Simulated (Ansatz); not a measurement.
Geometry optimisation, RKS PBE-D4/def2-SVP (Ansatz).

input.yaml

```yaml
crystal:
  periodic: [false, false, false]
  atoms:
    - { symbol: Ge, position_ang: [0.374531, 0.259266, -0.369557] }
    - { symbol: O, position_ang: [-0.579079, -0.001704, 2.424034] }
    - { symbol: H, position_ang: [-1.314324, 0.637745, 2.400759] }
    - { symbol: F, position_ang: [1.272378, 0.438131, -1.852922] }
    - { symbol: Cl, position_ang: [-1.44723, 1.366382, -0.654968] }
    - { symbol: H, position_ang: [0.249082, -1.238513, -0.098208] }
    - { symbol: F, position_ang: [1.361279, 1.091737, 0.761944] }
    - { symbol: H, position_ang: [0.218462, 0.586656, 2.475217] }
basis:
  gaussian: { orbitals: def2-SVP }
hamiltonian:
  xc: pbe
  dispersion: d4
relax:
  f_tol: 0.03
  max_steps: 50
```

Run as:

```bash
$ ansatz run input.yaml --threads 2 --pin off --max-ram 3072MiB --backend cpu --events-out ev --progress --plain --runs-dir out
```

Problem. Where does it end, and by what steps?

Solution. The run converged. After 8 steps the energy has fallen by 0.108 eV; H3 moved furthest, 0.34 Å.

| step | energy less start (eV) | largest force component (eV/Å) | accepted |
| --- | --- | --- | --- |
| 0 | 0.0000 | 0.728 | yes |
| 1 | -0.0374 | 1.102 | yes |
| 2 | -0.0694 | 1.258 | yes |
| 3 | -0.0899 | 0.824 | yes |
| 4 | -0.1026 | 0.191 | yes |
| 5 | -0.1068 | 0.107 | yes |
| 6 | -0.1076 | 0.052 | yes |
| 7 | -0.1079 | 0.036 | yes |
| 8 | -0.1081 | 0.009 | yes |

```xyz
8
Properties=species:S:1:pos:R:3
Ge 0.348 0.223 -0.197
O -0.519 0.036 2.135
H -1.282 0.645 2.060
F 1.120 0.461 -1.751
Cl -1.488 1.362 -0.437
H 0.272 -1.297 -0.019
F 1.484 1.100 0.823
H 0.200 0.611 2.472
```

Whether the end is a true minimum wasn't checked by a vibrational analysis.

The run took 16 s on 2 threads of Arm Neoverse V2 (shared host), peak memory 0.15 GiB.
